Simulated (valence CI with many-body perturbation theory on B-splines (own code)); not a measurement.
Values are calculated unless marked as measured or tabulated.
# Cl2+ in three bases

Level of theory: valence CI with perturbative core correlation (CI+MBPT): five valence electrons over a frozen Dirac-Fock core [Ne], a basis of 9 s, 9 p, 8 d, 6 f, 3 g, 1 h functions for each j, with the one-electron correlation potential Σ1, the two-electron term Σ2, the three-electron term Σ3, Breit, model QED; selected CI, second order for the rest, scaled by the run's own slope (own B-spline code, finite nucleus).

Set against measurement, 12 paired levels are off by 101 cm⁻¹ on average, the worst by 238. These come from a selection out of Moore, Atomic Energy Levels, vol. I, NSRDS-NBS 35 (1971 reprint of NBS Circular 467, 1949), an old analysis. Levels without a partner in it may be off by more. Among the levels kept, up to 2700 cm⁻¹ of a level comes from second order outside the variational space, and about a tenth of that is noise between levels of different J, which matters for small intervals.

The reference run has the lowest level 3s2 3p3 4S°_3/2 and an ionisation energy of 39.5792 eV. Its largest variational space holds 20004 state functions.

Names give the largest LS component (configuration and term), which can be under half, so a name can repeat, a term be missing and a line seem to break the LS rules; names also repeat where a configuration has a term twice. Letters in brackets count levels of one name in rising energy.

Changed runs:
A. basis 6 s, 6 p, 5 d, 3 f, 1 g
B. basis 5 s, 5 p, 4 d, 2 f

Excitation energies of the reference run in cm⁻¹, and shifts in cm⁻¹:

```tsv
Level	Reference	A	B
3s2 3p3 2D°_3/2	18216	+137	+571
3s2 3p3 2D°_5/2	18278	+136	+573
3s2 3p3 2P°_1/2	30050	+170	+671
3s2 3p3 2P°_3/2	30143	+169	+668
3s 3p4 4P_5/2	98433	-26	+98
3s 3p4 4P_3/2	99036	-21	+103
3s 3p4 4P_1/2	99365	-5.7	+118
3s 3p4 2D_3/2	122146	+111	+502
3s 3p4 2D_5/2	122198	+106	+498
3s2 3p2 3d 2P_3/2 [a]	136989	+148	+568
3s2 3p2 3d 2P_1/2 [a]	137693	+163	+594
3s2 3p2 3d 4F_3/2	146573	+211	+866
Ionisation energy (eV)	39.5792	-0.0136	-0.0441
```
